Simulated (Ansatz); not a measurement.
Steps of a relaxation of C2H4GaNO (`O=[C]1N[CH2][GaH]1`) with RKS PBE-D4/def2-SVP.

```sh
$ ansatz run in.yaml --threads 4 --pin off --events-out ev --progress --plain --max-ram 10444MiB
```

```yaml
crystal:
  periodic: [false, false, false]
  atoms:
    - {symbol: O, position_ang: [-2.248000, -0.992800, -0.348700]}
    - {symbol: C, position_ang: [-1.140300, -0.487600, -0.208100]}
    - {symbol: N, position_ang: [0.025200, -0.481600, -0.996500]}
    - {symbol: C, position_ang: [0.814000, 0.282000, 0.050500]}
    - {symbol: Ga, position_ang: [0.217400, 0.800500, 1.431400]}
    - {symbol: H, position_ang: [0.330600, -0.851100, -1.915300]}
    - {symbol: H, position_ang: [1.125900, 1.238700, -0.358800]}
    - {symbol: H, position_ang: [1.650600, -0.291900, 0.417700]}
    - {symbol: H, position_ang: [-0.686900, 0.737500, 1.910700]}
basis:
  gaussian: {orbitals: def2-SVP}
hamiltonian: {xc: pbe, dispersion: d4}
relax: {f_tol: 0.03, max_steps: 200}
```

Positions (Å) and forces (eV/Å) along the path, 12 of 12 steps:

```xyz
9
step=1 energy=-58018.4317 eV
O    -2.248   -0.993   -0.349    1.647    0.638   -0.145
C    -1.140   -0.488   -0.208   -1.805   -1.349   -1.104
N     0.025   -0.482   -0.997   -0.983    1.348    3.508
C     0.814    0.282    0.051    5.892   -4.036  -12.442
Ga    0.217    0.800    1.431   16.726    4.529   -2.329
H     0.331   -0.851   -1.915   -0.279   -0.124    0.048
H     1.126    1.239   -0.359    1.339    0.529   -0.966
H     1.651   -0.292    0.418    1.720   -0.502   -0.555
H    -0.687    0.738    1.911  -24.257   -1.034   13.984
9
step=2 energy=-58023.4162 eV
O    -2.242   -0.996   -0.363    0.466    0.094   -0.317
C    -1.153   -0.496   -0.209   -0.315   -0.500   -0.515
N     0.015   -0.475   -0.973   -0.435    0.945    2.312
C     0.879    0.272   -0.020    2.811   -2.128   -6.529
Ga    0.228    0.815    1.454    4.737    1.942    0.748
H     0.309   -0.852   -1.900   -0.399   -0.069    0.207
H     1.183    1.246   -0.408    1.106    0.325   -0.860
H     1.712   -0.307    0.374    1.291   -0.349   -0.576
H    -0.843    0.746    2.027   -9.263   -0.260    5.532
9
step=3 energy=-58025.5556 eV
O    -2.234   -1.001   -0.393   -0.170   -0.225   -0.395
C    -1.158   -0.502   -0.194    0.420    0.177    0.152
N     0.006   -0.458   -0.924   -0.075    0.245    0.595
C     0.950    0.267   -0.093    1.139   -0.420   -1.690
Ga    0.199    0.818    1.493    1.394    0.445    0.036
H     0.266   -0.849   -1.861   -0.445   -0.038    0.253
H     1.271    1.248   -0.482    0.646   -0.014   -0.610
H     1.797   -0.320    0.303    0.647   -0.138   -0.563
H    -1.008    0.750    2.134   -3.556   -0.032    2.222
9
step=4 energy=-58026.3113 eV
O    -2.212   -0.997   -0.415   -0.057   -0.180   -0.318
C    -1.143   -0.491   -0.164    0.033    0.333    0.626
N     0.010   -0.439   -0.881    0.212   -0.127   -0.396
C     1.012    0.274   -0.128    0.768    0.215    0.040
Ga    0.125    0.797    1.519   -0.189   -0.237   -0.395
H     0.211   -0.849   -1.823   -0.283    0.011    0.209
H     1.370    1.229   -0.573    0.178   -0.140   -0.250
H     1.889   -0.326    0.206    0.132   -0.015   -0.326
H    -1.174    0.755    2.244   -0.793    0.139    0.811
9
step=5 energy=-58026.7446 eV
O    -2.176   -0.997   -0.444   -0.225   -0.227   -0.302
C    -1.121   -0.475   -0.149   -0.256    0.440    1.073
N     0.031   -0.431   -0.876    0.414   -0.051   -0.400
C     1.052    0.280   -0.141    1.055    0.342    0.019
Ga   -0.015    0.734    1.478   -1.372   -0.999   -1.098
H     0.190   -0.854   -1.816   -0.065    0.091    0.219
H     1.425    1.210   -0.632    0.030   -0.054   -0.012
H     1.940   -0.333    0.141   -0.003    0.047   -0.051
H    -1.239    0.820    2.421    0.423    0.412    0.550
9
step=6 energy=-58027.3924 eV
O    -2.170   -1.009   -0.474    0.134    0.009   -0.071
C    -1.125   -0.473   -0.137   -0.675    0.011    0.494
N     0.046   -0.424   -0.867    0.679    0.130   -0.200
C     1.095    0.288   -0.154    0.923    0.257   -0.142
Ga   -0.167    0.642    1.394   -1.741   -0.935   -0.664
H     0.183   -0.850   -1.804   -0.029    0.120    0.251
H     1.468    1.213   -0.656   -0.070   -0.082    0.023
H     1.984   -0.330    0.118   -0.096    0.028   -0.013
H    -1.225    0.897    2.563    0.876    0.462    0.323
9
step=7 energy=-58027.7320 eV
O    -2.174   -1.023   -0.500    0.196    0.087    0.044
C    -1.141   -0.479   -0.136   -0.493   -0.820   -1.286
N     0.065   -0.415   -0.862    0.063    0.069    0.124
C     1.126    0.298   -0.153   -0.025    0.093    0.155
Ga   -0.321    0.549    1.319   -0.395    0.395    1.012
H     0.194   -0.840   -1.793   -0.053    0.014    0.056
H     1.482    1.219   -0.664   -0.040   -0.002    0.033
H     2.002   -0.329    0.116   -0.022   -0.001    0.036
H    -1.144    0.973    2.656    0.769    0.167   -0.173
9
step=8 energy=-58027.9197 eV
O    -2.185   -1.063   -0.580   -0.096   -0.095   -0.123
C    -1.175   -0.512   -0.189    0.154   -0.210   -0.512
N     0.058   -0.424   -0.865   -0.107   -0.012    0.054
C     1.083    0.302   -0.120    0.054    0.074    0.101
Ga   -0.348    0.541    1.316   -0.258   -0.095   -0.026
H     0.218   -0.839   -1.794   -0.031   -0.011   -0.002
H     1.432    1.235   -0.614    0.036   -0.038    0.001
H     1.957   -0.317    0.175    0.027    0.032   -0.039
H    -0.952    1.029    2.652    0.221    0.356    0.547
9
step=9 energy=-58028.0378 eV
O    -2.178   -1.104   -0.666   -0.005    0.010    0.050
C    -1.187   -0.544   -0.236   -0.147   -0.376   -0.714
N     0.055   -0.433   -0.874   -0.108    0.126    0.335
C     1.040    0.305   -0.081    0.207    0.021   -0.136
Ga   -0.432    0.519    1.322    0.088   -0.026   -0.059
H     0.248   -0.830   -1.805   -0.104    0.000    0.087
H     1.402    1.228   -0.585   -0.012    0.044    0.050
H     1.926   -0.307    0.194    0.007    0.009    0.075
H    -0.785    1.119    2.713    0.075    0.191    0.311
9
step=10 energy=-58028.0741 eV
O    -2.187   -1.150   -0.765    0.166    0.142    0.109
C    -1.221   -0.576   -0.299   -0.034   -0.220   -0.257
N     0.042   -0.439   -0.866    0.113    0.124    0.112
C     1.012    0.312   -0.056   -0.050   -0.118   -0.146
Ga   -0.481    0.493    1.318    0.059    0.225    0.292
H     0.256   -0.835   -1.792   -0.053   -0.029   -0.020
H     1.372    1.245   -0.544   -0.071   -0.027    0.009
H     1.902   -0.287    0.242   -0.076   -0.017   -0.012
H    -0.606    1.191    2.745   -0.055   -0.079   -0.087
9
step=11 energy=-58028.0793 eV
O    -2.178   -1.149   -0.742    0.039   -0.010   -0.068
C    -1.205   -0.578   -0.295   -0.097    0.032    0.130
N     0.048   -0.432   -0.870    0.021   -0.047   -0.121
C     1.020    0.305   -0.068   -0.022    0.015    0.007
Ga   -0.460    0.512    1.321   -0.083    0.061    0.224
H     0.243   -0.824   -1.802    0.019   -0.014   -0.001
H     1.376    1.238   -0.551    0.033    0.047   -0.035
H     1.898   -0.302    0.235    0.053   -0.031    0.002
H    -0.654    1.185    2.756    0.037   -0.053   -0.138
9
step=12 energy=-58028.0816 eV
O    -2.179   -1.146   -0.751    0.019    0.007   -0.007
C    -1.209   -0.577   -0.294   -0.012   -0.010   -0.001
N     0.047   -0.435   -0.869   -0.002    0.006   -0.003
C     1.017    0.308   -0.066   -0.007   -0.008   -0.003
Ga   -0.467    0.509    1.328    0.005    0.007    0.006
H     0.249   -0.832   -1.797   -0.012   -0.005    0.010
H     1.374    1.240   -0.553   -0.001    0.011    0.000
H     1.900   -0.299    0.233    0.007   -0.003    0.004
H    -0.644    1.184    2.752    0.002   -0.004   -0.006
```

It took 14 s on 4 threads of an Arm Neoverse V2 on a shared host, with 0.16 GiB of host memory at the peak.
